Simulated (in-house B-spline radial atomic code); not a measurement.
How numerical settings move a run on neutral phosphorus, [Ne] 3s2 3p3. Computed with a B-spline radial code for spherical atoms: non-relativistic BLYP, spin-polarised, spherical fractional occupations, point nucleus.

Command:
```bash
python run_scf.py task.json out
```
Settings of the sound reference run:
```
Z                15
electrons        15
configuration    [Ne] 3s2 3p3
hamiltonian      nr
method           b88,lyp
spin_polarised   True
knot_spacing     0.22
spline_order     8
gauss_points     12
box_radius       50
max_iterations   70
damping          0.5
damped_steps     3
diis_vectors     10
tolerance        1e-08
start            Thomas-Fermi
```

Cost of the run: 0.29 s on 1 thread of Arm Neoverse N1, on a shared host.

It converges in 10 iterations to -341.277880 hartree, with 3p up at -5.96803 eV. The other runs change the listed settings, some to values that make no sense; their results aren't properties of the atom or ion. Radii are in bohr (the nuclear one in fm), a minus after a letter asks for a j subshell, and «unchanged» means within 1e-8 hartree. The run stops when the residual is below 10 × tolerance × max(1, Z/10), or a noise floor if that is larger, and the energy moves by less than 1e-8 × √|E| hartree; so very loose and very tight tolerances often act alike.

| changed settings | outcome |
| --- | --- |
| diis_vectors = 4 | converged in 10 iterations, energy unchanged, 3p up level +3.2e-06 eV |
| max_iterations = 2 | not converged after 2 iterations, last residual 1.0e-01, last energy +5.42e-01 hartree from the reference |
| max_iterations = 5 | not converged after 5 iterations, last residual 3.8e-03, last energy +6.25e-04 hartree from the reference |
| electrons = 23, configuration = [Ne] 3s2 3p3 5s2 5p6, max_iterations = 75 | converged in 14 iterations to -340.5118 hartree, a different physical problem (warning: 3p up has a positive eigenvalue: unbound, held by the box) |
| max_iterations = 50, damped_steps = 0, diis_vectors = 20 | converged in 8 iterations, energy unchanged, 3p up level +1.8e-06 eV |
| damping = 0.95 | converged in 11 iterations, energy unchanged, 3p up level +9.0e-07 eV |
| hamiltonian = dirac, method = hf, nucleus = fermi, rms_radius = 3.1889, mass_number = 31, atomic_mass = 30.97376, speed_of_light = 137.036 | stopped with error: spin polarisation is not served with the Dirac Hamiltonian |
| box_radius = 10, max_iterations = 100, damping = 0.2, damped_steps = 1, diis_vectors = 20 | converged in 9 iterations, energy +8.16e-05 hartree from the reference, 3p up level +7.7e-03 eV (the program warns: 3p up reaches the box edge; 3s up reaches the box edge) |
| max_iterations = 8 | not converged after 8 iterations, last residual 4.0e-06, last energy +1.70e-10 hartree from the reference |
| knot_spacing = 1, box_radius = 15, first_knot = 0.00667, max_iterations = 75, start = bare nucleus | converged in 11 iterations, energy +2.68e-01 hartree from the reference, 3p up level -1.6e-02 eV (the program warns: 3p up reaches the box edge; 2s up reaches the box edge) |
| diis_vectors = 1 | converged in 43 iterations, energy unchanged, 3p up level -8.4e-06 eV |
| electrons = 16, configuration = [Ne] 3s2 3p3 1f1, max_iterations = 100 | stopped with error: there is no 1f shell |

Problem. What happens with diis_vectors = 0?

Solution. Converged in 21 iterations, energy unchanged, 3p up level +8.2e-07 eV.

Problem. What happens with spline_order = 3, max_iterations = 60, diis_vectors = 20?

Solution. Converged in 10 iterations, energy +5.92e-03 hartree from the reference, 3p up level -1.1e-03 eV.

Problem. What happens with max_iterations = 3?

Solution. Not converged after 3 iterations, last residual 2.5e-02, last energy +3.37e-02 hartree from the reference.

Problem. What happens with diis_vectors = 2?

Solution. Converged in 15 iterations, energy unchanged, 3p up level -1.3e-06 eV.
